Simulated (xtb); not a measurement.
C$_{2}$H$_{6}$OZn, singlet, at a GFN2-xTB geometry (such geometries of metal compounds can be far from the true shape); GFN2-xTB in xtb 6.7.1.

Here is a job for xtb.
```
$ xtb mol.xyz --gfn 2 --etemp 5000 --json

# file mol.xyz
10

Zn     0.51336456     0.04268395     0.35947764
C     -0.18985124    -1.05497978    -1.17737509
C     -1.57289452    -0.53229609    -1.54371968
H     -0.25714403    -2.10520493    -0.90394124
H      0.46664509    -0.98835194    -2.04136197
H     -1.53274000     0.50864029    -1.85911762
H     -2.26093044    -0.60806788    -0.70373102
H     -1.98257239    -1.11857733    -2.36859514
O      0.03734617     1.34267470     1.41084832
H      0.44351018     1.81330083     2.13219997
```

The log (banner, timings and long lists left out):

```
   ID    Z sym.   atoms
    1   30 Zn     1
    2    6 C      2, 3
    3    1 H      4-8, 10
    4    8 O      9

           -------------------------------------------------
          |                Calculation Setup                |
           -------------------------------------------------

           -------------------------------------------------
          |                 G F N 2 - x T B                 |
           -------------------------------------------------

          ...................................................
          :                      SETUP                      :
          :.................................................:
          :  # basis functions                  22          :
          :  # atomic orbitals                  22          :
          :  # shells                           14          :
          :  # electrons                        22          :
          :  max. iterations                   250          :
          :  Hamiltonian                  GFN2-xTB          :
          :  restarted?                      false          :
          :  GBSA solvation                  false          :
          :  PC potential                    false          :
          :  electronic temp.         5000.0000000     K    :
          :  accuracy                    1.0000000          :
          :  -> integral cutoff          0.2500000E+02      :
          :  -> integral neglect         0.1000000E-07      :
          :  -> SCF convergence          0.1000000E-05 Eh   :
          :  -> wf. convergence          0.1000000E-03 e    :
          :  Broyden damping             0.4000000          :
          :  net charge                          0          :
          :  unpaired electrons                  0          :
          ...................................................

 iter      E             dE          RMSdq      gap      omega  full diag
   1    -11.8963204 -0.118963E+02  0.645E+00    4.14       0.0  T
   2    -11.8716447  0.246757E-01  0.448E+00    5.01       1.0  T
   3    -12.0103836 -0.138739E+00  0.257E+00    3.91       1.0  T
   4    -12.0488969 -0.385133E-01  0.601E-01    4.09       1.0  T
   5    -12.0499388 -0.104186E-02  0.195E-01    4.09       1.0  T
   6    -12.0500243 -0.854555E-04  0.976E-02    4.06       1.0  T
   7    -12.0500477 -0.234677E-04  0.454E-02    4.08       1.0  T
   8    -12.0500568 -0.903795E-05  0.275E-02    4.08       1.2  T
   9    -12.0500591 -0.234946E-05  0.589E-03    4.08       5.4  T
  10    -12.0500592 -0.633123E-07  0.143E-03    4.08      22.0  T
  11    -12.0500592 -0.177137E-07  0.468E-04    4.08      67.5  T
  12    -12.0500592 -0.764532E-09  0.117E-04    4.08     269.3  T

   *** convergence criteria satisfied after 12 iterations ***

         :::::::::::::::::::::::::::::::::::::::::::::::::::::
         ::                     SUMMARY                     ::
         :::::::::::::::::::::::::::::::::::::::::::::::::::::
         :: total energy             -11.926389524686 Eh    ::
         :: gradient norm              0.002080870106 Eh/a0 ::
         :: HOMO-LUMO gap              4.079882095205 eV    ::
         ::.................................................::
         :: SCC energy               -12.050056069183 Eh    ::
         :: -> isotropic ES            0.083901932614 Eh    ::
         :: -> anisotropic ES          0.001048823085 Eh    ::
         :: -> anisotropic XC          0.004143822570 Eh    ::
         :: -> dispersion             -0.004103138498 Eh    ::
         :: repulsion energy           0.123666544497 Eh    ::
         :: add. restraining           0.000000000000 Eh    ::
         :: total charge               0.000000000052 e     ::
         :::::::::::::::::::::::::::::::::::::::::::::::::::::

           -------------------------------------------------
          |                Property Printout                |
           -------------------------------------------------

    * Orbital Energies and Occupations

         #    Occupation            Energy/Eh            Energy/eV
      -------------------------------------------------------------
         1        2.0000           -0.6397225             -17.4077
         2        2.0000           -0.6132463             -16.6873
         3        2.0000           -0.5685610             -15.4713
         4        2.0000           -0.5302331             -14.4284
         5        2.0000           -0.5049339             -13.7400
         6        2.0000           -0.4895391             -13.3210
         7        1.9999           -0.4691716             -12.7668
         8        1.9996           -0.4437578             -12.0753
         9        1.9995           -0.4426274             -12.0445
        10        1.9966           -0.4112722             -11.1913
        11        1.9846           -0.3870647             -10.5326 (HOMO)
        12        0.0197           -0.2371318              -6.4527 (LUMO)
        13        0.0000           -0.0534424              -1.4542
        14                          0.0140697               0.3829
        15                          0.1287379               3.5031
        16                          0.1497546               4.0750
        17                          0.1672821               4.5520
        18                          0.1914148               5.2087
        19                          0.2197407               5.9794
        20                          0.2723392               7.4107
        21                          0.2744450               7.4680
        22                          0.6386084              17.3774
      -------------------------------------------------------------
                  HL-Gap            0.1499329 Eh            4.0799 eV
             Fermi-level           -0.3101003 Eh           -8.4383 eV

     #   Z          covCN         q      C6AA      α(0)
     1  30 Zn       1.594     0.288   121.724    21.552
     2   6 C        3.654    -0.120    23.139     6.906
     3   6 C        3.776    -0.100    22.435     6.749
     4   1 H        0.925     0.050     2.319     2.382
     5   1 H        0.925     0.050     2.320     2.382
     6   1 H        0.925     0.048     2.351     2.398
     7   1 H        0.925     0.048     2.342     2.393
     8   1 H        0.924     0.046     2.366     2.406
     9   8 O        1.543    -0.593    25.079     6.756
    10   1 H        0.806     0.283     0.773     1.381

 Mol. C6AA /au·bohr⁶  :       1142.508324
 Mol. C8AA /au·bohr⁸  :      39550.801173
 Mol. α(0) /au        :         55.303366

Wiberg/Mayer (AO) data.
largest (>0.10) Wiberg bond orders for each atom

 ---------------------------------------------------------------------------
     #   Z sym  total        # sym  WBO       # sym  WBO       # sym  WBO
 ---------------------------------------------------------------------------
     1  30 Zn   1.806 --     9 O    0.898     2 C    0.793
     2   6 C    3.969 --     3 C    1.026     5 H    0.969     4 H    0.969
                             1 Zn   0.793     9 O    0.202
     3   6 C    3.995 --     2 C    1.026     6 H    0.979     7 H    0.978
                             8 H    0.972
     4   1 H    0.997 --     2 C    0.969
     5   1 H    0.997 --     2 C    0.969
     6   1 H    0.997 --     3 C    0.979
     7   1 H    0.997 --     3 C    0.978
     8   1 H    0.996 --     3 C    0.972
     9   8 O    2.013 --    10 H    0.899     1 Zn   0.898     2 C    0.202
    10   1 H    0.919 --     9 O    0.899
 ---------------------------------------------------------------------------

Topologies differ in total number of bonds
Writing topology from bond orders to xtbtopo.mol

molecular dipole:
                 x           y           z       tot (Debye)
 q only:        0.318      -0.570      -0.401
   full:        0.494      -0.516      -0.242       1.917
molecular quadrupole (traceless):
                xx          xy          yy          xz          yz          zz
 q only:        0.659       1.246      -1.341       2.217       0.214       0.682
  q+dip:       -0.085       2.175      -1.373       2.640       0.686       1.458
   full:        0.558       2.318      -1.820       2.992      -0.038       1.262

           -------------------------------------------------
          | TOTAL ENERGY              -11.926389524686 Eh   |
          | GRADIENT NORM               0.002080870106 Eh/α |
          | HOMO-LUMO GAP               4.079882095205 eV   |
           -------------------------------------------------

normal termination of xtb
```
